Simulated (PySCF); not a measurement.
C$_{6}$H$_{5}$ (SMILES [c-]1ccccc1), charge -1, singlet, geometry from GFN2-xTB (in this run its highest filled SCF level lies above zero, so its values depend strongly on the basis, on diffuse functions most of all), atoms displaced at random by about 0.08 Å a coordinate. Base run: PBE0/STO-3G, gradient (PySCF).

The PySCF input:
```python
from pyscf import gto, scf, dft

mol = gto.Mole()
mol.atom = '''
    C     0.119374    1.541463    0.155020
    C     1.281273    0.645549   -0.158891
    C     1.166690   -0.689042   -0.039136
    C     0.008008   -1.486309   -0.067358
    C    -1.232444   -0.619876   -0.001639
    C    -1.235038    0.679545    0.063449
    H     2.102697    1.148819   -0.003020
    H     2.194151   -1.162868   -0.000349
    H     0.065350   -2.399082   -0.123874
    H    -2.023153   -1.285426    0.053890
    H    -2.295298    1.187021   -0.107558
'''
mol.basis = 'sto-3g'
mol.charge = -1
mol.spin = 0
mol.verbose = 3
mol.build()

mf = dft.RKS(mol)
mf.xc = 'pbe0'
mf.kernel()
g = mf.nuc_grad_method()
grad = g.kernel()
```

The coordinate followed is x of atom 3.

The base run was repeated with changes; each row names its change, and settings that it needs were set with it.

| change | dE/dx (Eh/bohr) | net force (Eh/bohr) |
|---|---|---|
| base | -0.045623 | 0.000005 |
| conv_tol = 1e-6 | -0.045615 | 0.000005 |
| finite difference step (bohr) = 0.01; conv_tol = 1e-11 | -0.045635 | - |
| grids.level = 0; grid_response = on | -0.043668 | 0.000000 |
| finite difference step (bohr) = 0.2; conv_tol = 1e-11 | -0.045518 | - |
| grids.level = 5; grid_response = off | -0.045641 | 0.000000 |
| finite difference step (bohr) = 0.05; conv_tol = 1e-11 | -0.045629 | - |
| finite difference step (bohr) = 1e-3; conv_tol = 1e-11 | -0.045635 | - |
| grids.level = 1; grid_response = off | -0.045673 | 0.000296 |
| conv_tol = 1e-11 | -0.045623 | 0.000005 |
| finite difference step (bohr) = 1e-4; conv_tol = 1e-11 | -0.045635 | - |
| grids.level = 1; grid_response = on | -0.045657 | 0.000000 |

The net force is zero for an exact gradient.
